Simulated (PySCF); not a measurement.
C8H11P.
Atom-mapped SMILES: `[CH:1]#[C:2][CH2:3][P:4]1[CH2:5][CH2:6][CH:7]=[C:8]1[CH3:9]` (hydrogens: H10 on C1; H11, H12 on C3; H13, H14 on C5; H15, H16 on C6; H17 on C7; H18, H19, H20 on C9)

The same species was optimised twice, with GFN2-xTB and with PBE0-D3(BJ)/def2-SVP (PySCF), and the same property calculations (PySCF, gas phase) were run on both structures.

```tsv
coordinate	GFN2-xTB	PBE0-D3(BJ)/def2-SVP	change
C7=C8 (Å)	1.328	1.342	+0.014
C1≡C2 (Å)	1.198	1.212	+0.014
C2–C3 (Å)	1.440	1.449	+0.009
P4–C8 (Å)	1.837	1.846	+0.009
C3–P4 (Å)	1.887	1.891	+0.004
C6–C7 (Å)	1.496	1.500	+0.004
C8–C9 (Å)	1.490	1.493	+0.003
P4–C5 (Å)	1.869	1.867	-0.002
C5–C6 (Å)	1.534	1.535	+0.001
C3–P4–C8 (°)	96.9	98.8	+1.9
P4–C8–C9 (°)	120.0	121.4	+1.4
C2–C3–P4 (°)	111.0	112.1	+1.1
C3–P4–C5 (°)	98.0	99.1	+1.1
P4–C8–C7 (°)	113.2	112.2	-1.0
C1–C2–C3 (°)	178.8	178.3	-0.5
C5–P4–C8 (°)	89.6	90.0	+0.4
C7–C8–C9 (°)	126.7	126.3	-0.4
C2–C3–P4–C5 (°)	-166	-165	+1
```

Rotational constants: A = 2165, B = 1114, C = 888.0 MHz (GFN2-xTB) against A = 2119, B = 1098, C = 870.2 MHz (PBE0-D3(BJ)/def2-SVP). Point groups within 0.08 Å: C1 and C1.

On the GFN2-xTB structure: HOMO (eV) -6.49 [PBE0/pcSseg-1]; LUMO (eV) 0.05 [PBE0/pcSseg-1]; dipole (D) 1.68 [PBE0/pcSseg-1]; GIAO shielding of C1 (ppm) 110.9 [PBE0/pcSseg-1]; GIAO shielding of C2 (ppm) 99.5 [PBE0/pcSseg-1]; GIAO shielding of C3 (ppm) 163.6 [PBE0/pcSseg-1]; GIAO shielding of P4 (ppm) 328.6 [PBE0/pcSseg-1]; GIAO shielding of C5 (ppm) 157.9 [PBE0/pcSseg-1]; GIAO shielding of C6 (ppm) 149.0 [PBE0/pcSseg-1]; GIAO shielding of C7 (ppm) 45.5 [PBE0/pcSseg-1]; GIAO shielding of C8 (ppm) 31.7 [PBE0/pcSseg-1].

Question: What do these properties become on the PBE0-D3(BJ)/def2-SVP structure?

Answer: 
| property | level | on GFN2-xTB | on PBE0-D3(BJ)/def2-SVP | change |
| --- | --- | --- | --- | --- |
| HOMO (eV) | PBE0/pcSseg-1 | -6.49 | -6.43 | +0.06 |
| LUMO (eV) | PBE0/pcSseg-1 | 0.05 | -0.05 | -0.10 |
| dipole (D) | PBE0/pcSseg-1 | 1.68 | 1.70 | +0.02 |
| energy, GFN2-xTB geometry as zero (kcal/mol) | PBE0/pcSseg-1 | 0.0 | -0.7 | -0.7 |
| GIAO shielding of C1 (ppm) | PBE0/pcSseg-1 | 110.9 | 109.3 | -1.6 |
| GIAO shielding of C2 (ppm) | PBE0/pcSseg-1 | 99.5 | 99.2 | -0.3 |
| GIAO shielding of C3 (ppm) | PBE0/pcSseg-1 | 163.6 | 163.7 | +0.1 |
| GIAO shielding of P4 (ppm) | PBE0/pcSseg-1 | 328.6 | 324.8 | -3.8 |
| GIAO shielding of C5 (ppm) | PBE0/pcSseg-1 | 157.9 | 156.4 | -1.5 |
| GIAO shielding of C6 (ppm) | PBE0/pcSseg-1 | 149.0 | 148.2 | -0.8 |
| GIAO shielding of C7 (ppm) | PBE0/pcSseg-1 | 45.5 | 41.1 | -4.4 |
| GIAO shielding of C8 (ppm) | PBE0/pcSseg-1 | 31.7 | 29.7 | -2.0 |

The heavy atoms differ by 0.032 Å rms after alignment. Among bonds between heavy atoms C1≡C2 and C7=C8 change most and about equally (+0.014 Å). Changes are differences of the printed values. Neither structure is proved a minimum here.
